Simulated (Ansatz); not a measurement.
Reaction (ligand exchange at the Sn–C bond): `F[CH]([SiH3])[SnH3]` + `C=N` → `C=[N][SnH3]` + `FC[SiH3]`

Program: Ansatz. Geometries: PBE0-D4/def2-TZVP. ΔE: electronic, gas phase. CCSD(T)/CBS adds triple-zeta CCSD(T) − MP2 to the extrapolated MP2 energy (def2 sets, frozen cores). This one scheme is used for every species. DFT in def2-TZVPP. B3LYP here is the variant with VWN-RPA as its local correlation; programs differ in this. Elements past krypton have def2 core potentials. For Sn outer-core shells are correlated without core-valence functions, which leaves a few kJ/mol of doubt a bond.

`F[CH]([SiH3])[SnH3]`:

Cartesian coordinates in Å:
```
F -1.344 -1.395 0.517
C -0.815 -0.182 0.051
Si -0.117 0.815 1.491
Sn 0.644 -0.634 -1.502
H -1.631 0.370 -0.429
H -1.158 1.096 2.514
H 0.390 2.095 0.926
H 1.007 0.076 2.121
H 2.029 -1.325 -0.787
H 1.065 0.813 -2.306
H -0.069 -1.730 -2.596
```

`C=N`:

Z-matrix (Å, degrees):
```
C
N 1 1.261
H 1 1.096 2 124.9
H 1 1.092 2 118.8 3 -180.0
H 2 1.021 1 111.0 3 -0.0
```

`C=[N][SnH3]`:

Z-matrix (Å, degrees):
```
Sn
N 1 2.056
H 1 1.716 2 108.3
H 1 1.703 2 107.1 3 -120.4
H 1 1.703 2 107.1 3 120.4
C 2 1.258 1 119.1 3 -0.0
H 6 1.104 2 125.8 1 -0.0
H 6 1.099 2 119.5 1 -180.0
```

`FC[SiH3]`:

```xyz
8

F     0.686   -0.142    1.804
C     0.837   -0.254    0.426
Si   -0.769    0.230   -0.456
H     1.118   -1.287    0.196
H     1.666    0.393    0.120
H    -0.545    0.091   -1.920
H    -1.120    1.637   -0.137
H    -1.872   -0.668   -0.033
```

Problem. Is it downhill or uphill in electronic energy at CCSD(T)/CBS, and by how much? (An estimate is asked.)

Solution. Computed: Downhill: ΔE = -3.7 kcal/mol.

Problem. What do these levels give: PBE-D4, BLYP-D4, r2SCANh-D4, ωB97M-V, BLYP, PBE0, B3LYP, CAM-B3LYP, LC-ωPBE, RPA@PBE/def2-TZVPP, MP2/def2-QZVPP, SCS-MP2/def2-QZVPP? (Best estimate.)

Solution. Ansatz gave: PBE-D4 -3.4, BLYP-D4 -4.5, r2SCANh-D4 -4.3, ωB97M-V -3.7, BLYP -5.7, PBE0 -4.2, B3LYP -5.6, CAM-B3LYP -5.4, LC-ωPBE -4.2, RPA@PBE/def2-TZVPP -3.7, MP2/def2-QZVPP -4.6, SCS-MP2/def2-QZVPP -5.1 kcal/mol.

Largest T1 diagnostic among the species: 0.014.

Leaving LDA and LC-ωPBE aside and taking each functional with its dispersion term where it has one, the values, not all of them listed here, spread over 2.0 kcal/mol, from B2PLYP to PBE-D4. LDA lies +1.2 kcal/mol from PBE without D4. In def2-TZVPP, CCSD(T) changes the Hartree–Fock value by +3.6 kcal/mol (the triples alone add +0.2 kcal/mol) and MP2 by +2.8 kcal/mol.
